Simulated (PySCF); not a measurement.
C₃H₇BrMg. Atoms are numbered in the order given.

```xyz
12

Mg     0.2371    -0.1849     0.0000
Br    -2.1214     0.0457     0.0000
C      2.3431    -0.3904     0.0000
C      2.9849     0.1936     1.2673
C      2.9849     0.1936    -1.2673
H      2.5243    -1.4825     0.0000
H      4.0834     0.0453     1.2699
H      2.8195     1.2825     1.3522
H      2.5978    -0.2673     2.1920
H      2.5978    -0.2673    -2.1920
H      4.0834     0.0453    -1.2699
H      2.8195     1.2825    -1.3522
```

Geometry: B3LYP-D3(BJ)/def2-SVP. The values are those of a single conformer.

All values below come from PySCF with IEF-PCM-PBE0/def2-SVP.

The values are the electrostatic part of the solvation free energy, E(continuum) − E(gas) at the gas-phase geometry, in a cavity of scaled van der Waals radii (PySCF's table); cavitation and dispersion terms are not included. A continuum can't describe solvent molecules that bind to the metal. In vacuum the orbital gap is 5.54 eV. The dipole moment in vacuum is 2.23 D.

| solvent | ε | ΔG(elec) (kcal/mol) | dipole (D) | gap (eV) |
|---|---|---|---|---|
| water | 78.36 | (withheld) | (withheld) | (withheld) |
| ethylethanoate | 5.99 | -8.2 | 2.46 | 5.64 |
| benzene | 2.27 | -4.7 | 2.41 | 5.59 |

Problem. Some entries are withheld; supply them. (The exact figures need the calculation; the answer reports its results.)

Solution. 
- water, ΔG(elec) (kcal/mol): -10.9
- water, dipole (D): 2.45
- water, gap (eV): 5.68
